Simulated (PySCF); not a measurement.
**Löwdin shares of the frontier orbitals**

Compound: SnCl2.
Z-matrix (Å and degrees, PBE0-D3(BJ)/def2-SVP geometry), rows numbered from 1:
```
Sn
Cl  1  2.3845
Cl  1  2.3850  2   97.55
```

The calculation used TDDFT CAM-B3LYP/def2-SVPD, vertical, gas phase, core orbitals frozen in the response, def2 core potentials past Kr in PySCF 2.14.0, density-fitted response routines. Spin–orbit coupling is left out.

Frontier orbitals with the atoms that hold most of them (Löwdin shares over 4%, at most four atoms; ? is withheld):

```json
{"orbital": "HOMO-3", "ε (eV)": "-10.92", "atoms": "Cl2 44%, Cl3 44%, Sn1 12%"}
{"orbital": "HOMO-2", "ε (eV)": "-10.39", "atoms": "Cl3 48%, Cl2 47%, Sn1 5%"}
{"orbital": "HOMO-1", "ε (eV)": "-10.10", "atoms": "Cl3 49%, Cl2 49%"}
{"orbital": "HOMO", "ε (eV)": "?", "atoms": "?"}
{"orbital": "LUMO", "ε (eV)": "-2.36", "atoms": "?"}
{"orbital": "LUMO+1", "ε (eV)": "-0.21", "atoms": "Sn1 65%, Cl3 17%, Cl2 17%"}
{"orbital": "LUMO+2", "ε (eV)": "-0.11", "atoms": "Sn1 64%, Cl2 18%, Cl3 18%"}
```

Question: Which atoms hold the LUMO, and with what shares?

Answer: Sn1 (bonded to 2 Cl) 77%; Cl2 (bonded to Sn) 12%; Cl3 (bonded to Sn) 12%. By element: tin 77%, chlorine 23%.

Question: Which atoms hold the HOMO, and with what shares?

Answer: Sn1 (bonded to 2 Cl) 43%; Cl3 (bonded to Sn) 29%; Cl2 (bonded to Sn) 28%. By element: chlorine 57%, tin 43%.

Question: What is the HOMO energy, and the HOMO–LUMO gap?

Answer: ε(HOMO) = -9.42 eV; the gap is 7.06 eV (0.2593 hartree).

Question: How does S1 compare with the orbital gap of 7.06 eV?

Answer: S1 is at 3.89 eV (f = 0.029), 3.17 eV below the gap, made of HOMO→LUMO (99%). Without the coupling terms of the response equations the lowest excitation would equal the gap.

Question: One configuration dominates each of S1, S2 and S3. Which, and how do the shares of the two leading atoms of either orbital change from the occupied to the empty one?

Answer: 
- S1 (3.89 eV, f 0.029), HOMO→LUMO (99%): Sn1 43% → 77%, Cl3 29% → 12%, Cl2 28% → 12%
- S2 (4.42 eV, f 0.0000), HOMO-1→LUMO (99%): Cl3 49% → 12%, Cl2 49% → 12%, Sn1 at most 2% → 77%
- S3 (5.01 eV, f 0.019), HOMO-2→LUMO (93%): Cl3 48% → 12%, Cl2 47% → 12%, Sn1 5% → 77%

On x86-64 server, one thread, on a shared host, this took 3.8 s.
